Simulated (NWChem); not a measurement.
System: Si2H4, singlet; SMILES [SiH3][SiH]

Here is an NWChem input.

```
start job
memory heap 200 mb stack 900 mb global 1100 mb
geometry units angstroms noautosym nocenter noautoz
  Si     0.047685     1.344640     0.399722
  H      1.236466     1.333924    -0.558416
  Si    -0.072283    -1.018157     0.126956
  H      1.248550    -1.691932     0.285869
  H     -0.523602    -1.218750    -1.285543
  H     -1.052568    -1.702456     1.013769
end
basis spherical
  * library def2-svpd
end
dft
  xc xpbe96 cpbe96
  iterations 150
end
property
  response 1 0.0
end
task dft property
```

Low-valent species are run as closed-shell singlets; no triplet was tried in these runs. Geometry: optimised at PBE0-D3(BJ)/def2-TZVP.

Static field.

Problem. Give the results of this calculation. (PBE/def2-SVPD.) Quantities: basis functions; isotropic polarisability (bohr³); anisotropy (bohr³).

Solution. The number of basis functions comes out as 80, the isotropic polarisability (bohr³) is 68.9 and the anisotropy (bohr³) comes out as 33.8.
